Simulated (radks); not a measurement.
Values are calculated unless marked as measured or tabulated.
Os2+, 74 electrons, occupied as [Kr] 4d10 4f14 5s2 5p4 5d6 6d2 (not the ground configuration). Level of theory: Dirac Kohn-Sham, PBE, spin-unpolarised, spherical densities, finite nucleus; open shells fill j = l - 1/2 first; Fermi nuclear charge, rms radius 5.4126 fm (a radial shooting solver on a logarithmic mesh with Libxc functionals).

Unscreened Slater integrals over Kohn-Sham orbitals (eV). Large and small components are both included. Empty in this configuration: 6s1/2.

| integral | value |
|---|---|
| F0(6d3/2,6d3/2) | 5.7783 |
| F2(6d3/2,6d3/2) | 3.1766 |
| F0(6d3/2,5d5/2) | 7.2909 |
| F2(6d3/2,5d5/2) | 1.7282 |
| G2(6d3/2,5d5/2) | 0.49815 |
| G4(6d3/2,5d5/2) | 0.41443 |
| F0(6d3/2,5d3/2) | 7.3106 |
| F2(6d3/2,5d3/2) | 1.6890 |
| G0(6d3/2,5d3/2) | 0.38614 |
| G2(6d3/2,5d3/2) | 0.49732 |
| F0(6d3/2,5p3/2) | 7.4826 |
| F2(6d3/2,5p3/2) | 1.3682 |
| G1(6d3/2,5p3/2) | 0.69984 |
| G3(6d3/2,5p3/2) | 0.50231 |
| F0(6d3/2,6s1/2) | 6.8934 |
| G2(6d3/2,6s1/2) | 1.3492 |
| F0(5d5/2,5d5/2) | 15.976 |
| F2(5d5/2,5d5/2) | 8.4286 |
| F4(5d5/2,5d5/2) | 5.6282 |
| F0(5d5/2,5d3/2) | 16.178 |
| F2(5d5/2,5d3/2) | 8.5291 |
| G2(5d5/2,5d3/2) | 8.5200 |
| G4(5d5/2,5d3/2) | 5.6904 |
| F0(5d5/2,5p3/2) | 17.914 |
| F2(5d5/2,5p3/2) | 9.0537 |
| G1(5d5/2,5p3/2) | 10.992 |
| G3(5d5/2,5p3/2) | 6.8379 |
| F0(5d5/2,6s1/2) | 11.929 |
| G2(5d5/2,6s1/2) | 2.9283 |
| F0(5d3/2,5d3/2) | 16.389 |
| F2(5d3/2,5d3/2) | 8.6446 |
| F0(5d3/2,5p3/2) | 18.218 |
| F2(5d3/2,5p3/2) | 9.3080 |
| G1(5d3/2,5p3/2) | 11.460 |
| G3(5d3/2,5p3/2) | 7.1273 |
| F0(5d3/2,6s1/2) | 11.997 |
| G2(5d3/2,6s1/2) | 2.7486 |
| F0(5p3/2,5p3/2) | 20.966 |
| F2(5p3/2,5p3/2) | 11.346 |
| F0(5p3/2,6s1/2) | 12.546 |
| G1(5p3/2,6s1/2) | 1.1822 |
| F0(6s1/2,6s1/2) | 10.289 |
